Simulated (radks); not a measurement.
The numbers below are computed, except where a source is named.
Task: Species: Ta. Configuration: [Xe] 4f14 5d3 6s2. Level of theory: scalar-relativistic Kohn-Sham, BLYP, spin-polarised, spherical densities, finite nucleus; open shells are filled with parallel spins first (spin-orbit coupling, left out, can overturn this in heavy ions); Fermi nuclear charge, rms radius 5.3507 fm (a radial shooting solver on a logarithmic mesh with Libxc functionals). Some entries of the table are withheld. Estimate them.

orbital  occ.  eigenvalue (hartree)  <1/r> (bohr^-1)  r(max) (bohr)
1s down     1             -2475.186            85.40        0.01168
1s up       1             -2475.186            85.40        0.01168
2s up       1             -425.2803            19.96        0.06686
2s down     1             -425.2766            19.96        0.06686
2p up       3             -372.7899            18.15        0.05476
2p down     3             -372.7869            18.15        0.05476
3s up       1             -97.40351            7.387         0.1887
3s down     1             -97.40272            7.387         0.1887
3p up       3             -81.78545            6.836         0.1865
3p down     3             -81.78450            6.836         0.1865
3d up       5             -63.53338            6.464         0.1519
3d down     5             -63.53114            6.464         0.1519
4s up       1             -19.83662            3.135         0.4288
4s down     1             -19.83359            3.135         0.4288
4p up       3             -14.71141            2.851         0.4495
4p down     3             -14.70859            2.851         0.4495
4d up       5              -8.14550            2.532         0.4613
4d down     5              -8.14207            2.532         0.4613
5s up       1              -2.68185            1.209         0.9892
5s down     1              -2.64657            1.216         0.9865
5p up       3              -1.45383            1.009          1.126
5p down     3              -1.40690            1.016          1.121
4f up       7                   (1)            1.999         0.4411
4f down     7                   (2)            2.005         0.4409
6s up       1              -0.20682           0.3902          2.724
6s down     1              -0.17448           0.3709          2.807
5d up       3                   (3)           0.5988          1.592
5d down     0                   (4)           0.5758          1.591

Result: 
(1) 4f up eigenvalue (hartree): -0.89278
(2) 4f down eigenvalue (hartree): -0.88400
(3) 5d up eigenvalue (hartree): -0.14490
(4) 5d down eigenvalue (hartree): -0.09390
